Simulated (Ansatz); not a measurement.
Geometry optimisation, RKS PBE/def2-SVP (Ansatz).

Input:

```yaml
crystal:
  periodic: [false, false, false]
  atoms:
    - { symbol: W, position_ang: [0.0, 0.0, 0.0] }
    - { symbol: Cl, position_ang: [0.0, 0.0, 2.74] }
    - { symbol: Cl, position_ang: [2.39, 0.0, 0.0] }
    - { symbol: H, position_ang: [0.0, 1.72, 0.0] }
    - { symbol: Cl, position_ang: [-2.39, 0.0, 0.0] }
    - { symbol: Cl, position_ang: [0.0, -2.39, 0.0] }
    - { symbol: Cl, position_ang: [0.0, 0.0, -2.39] }
    - { symbol: F, position_ang: [1.4082, -1.4764, 0.6779] }
    - { symbol: H, position_ang: [1.038, -1.0883, 1.856] }
basis:
  gaussian: { orbitals: def2-SVP }
hamiltonian:
  xc: pbe
relax:
  f_tol: 0.15
  max_steps: 25
  restrain:
    - { distance: [0, 7], at: 3.05, k: 30.0 }
    - { distance: [8, 1], at: 2.57, k: 30.0 }
    - { distance: [0, 1], at: 2.39, k: 30.0 }
    - { distance: [8, 7], at: 0.92, k: 30.0 }
```

Command:

```bash
$ ansatz run input.yaml --threads 4 --pin off --max-ram 5120MiB --backend cpu --events-out ev --progress --plain --runs-dir out
```

Problem. Where does it end, and by what steps?

Solution. The forces met the threshold. The restraints hold the end off the free minimum; the threshold counts their pulls, which the force column leaves out. Restrained pairs: W1–F8 (2.15 → 3.05 Å), Cl2–H9 (1.74 → 2.57 Å), W1–Cl2 (2.74 → 2.37 Å), F8–H9 (1.29 → 0.93 Å). After 9 steps the energy has fallen by 7.959 eV (the restraints' own energy left out); F8 moved furthest, 0.99 Å.

```csv
step,energy less start (eV),largest force component (eV/Å),accepted
0,0.0000,7.575,yes
1,-1.7961,7.538,yes
2,-3.5147,3.925,yes
3,-4.9145,3.243,yes
4,-6.3986,1.789,yes
5,-7.4381,0.878,yes
6,-7.7534,0.624,yes
7,-7.9030,0.546,yes
8,-7.9455,0.592,yes
9,-7.9591,0.542,yes
```

```xyz
9
Properties=species:S:1:pos:R:3
W -0.011 -0.083 -0.029
Cl 0.044 0.250 2.320
Cl 2.133 0.744 -0.013
H -0.388 1.530 -0.330
Cl -2.335 0.260 0.154
Cl -0.629 -2.296 -0.383
Cl 0.069 0.135 -2.339
F 1.902 -2.037 1.327
H 1.661 -1.740 2.177
```

Time of the run: 23 s on 4 threads of Intel(R) Xeon(R) Platinum 8488C (Sapphire Rapids), on a shared host, peak memory 0.28 GiB.
